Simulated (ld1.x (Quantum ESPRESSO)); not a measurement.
**Which change was made? (Ge, TM)**

| Property | Result |
| --- | --- |
| Element | Ge |
| Generator | ld1.x (Quantum ESPRESSO) 7.5 |
| Type | norm-conserving Troullier–Martins (Kleinman–Bylander form) |
| Functional | LDA (PZ) |
| Relativity | non-relativistic |
| Frozen core | [Ne] |
| Valence charge | 22 |
| Reference configuration | 3s2 3p6 3d10 4s2 4p2 |
| Partial waves | 3s (bound): rc 0.80 bohr; 3p (bound): rc 1.00 bohr; 3d (bound): rc 0.80 bohr |
| Local potential | all-electron potential smoothed inside 0.65 bohr (lloc = -2) |
| Core correction | none |

Occupied shells without a wave of their own: 4p, 4s. They enter only through the test configuration that unscreens the potential.

Cutoffs, loose and tight: the cutoffs (Ry, on a coarse ladder) from which the occupation-weighted sum of valence levels, in a spherical-Bessel basis at the reference potential, stays within 10 and 1 mRy of its value at 400 Ry. They do not see the model core or the augmentation charge, which bear on the density cutoff. Test errors are all-electron minus pseudo excitation energies from the reference, over the configurations 3s2 3p6 3d10 4s2 4p1; 3s2 3p6 3d10 4s2 4p0; 3s2 3p6 3d10 4s1 4p0; 3s2 3p6 3d9 4s2 4p3; 3s2 3p6 3d10 4s1 4p3; 3s2 3p6 3d10 4s2 4p2.3; 3s2 3p5 3d10 4s2 4p2 (two spin-polarised tests are not counted in the largest error); variants that change the core or the reference have their own tests. The largest error is taken over the tests solved by every variant that gives reliable tests at all, those not shown here included: 3s2 3p5 3d10 4s2 4p2; 3s2 3p6 3d10 4s1 4p3; 3s2 3p6 3d10 4s2 4p0; 3s2 3p6 3d10 4s2 4p1; 3s2 3p6 3d10 4s2 4p2.3.

The base gives: outcome: generated, misses its reference levels by 0.33 eV; cutoff, loose: over 300 Ry; cutoff, tight: over 300 Ry; bound ghosts: none; largest test error (meV): -312.

Q: After one change the result is: outcome: generated, misses its reference levels by 0.29 eV; cutoff, loose: over 300 Ry; cutoff, tight: over 300 Ry; bound ghosts: none; largest test error (meV): -260. Which change was it?
A. wave 3s (bound): rc 0.80 bohr becomes 3s (bound): rc 1.14 bohr
B. all radii scaled by about 0.87 (s 0.70, p 0.86, d 0.70 bohr); local potential all-electron potential smoothed inside 0.56 bohr (lloc = -2)
C. local potential the s channel

A: B. The others give: local potential the s channel → outcome: generated, misses its reference levels by 0.48 eV; cutoff, loose: over 300 Ry; cutoff, tight: over 300 Ry; bound ghosts: none; largest test error (meV): -405 | wave 3s (bound): rc 0.80 bohr becomes 3s (bound): rc 1.14 bohr → outcome: generated, misses its reference levels by 1.31 eV; cutoff, loose: over 300 Ry; cutoff, tight: over 300 Ry; bound ghosts: none; largest test error (meV): -1362.
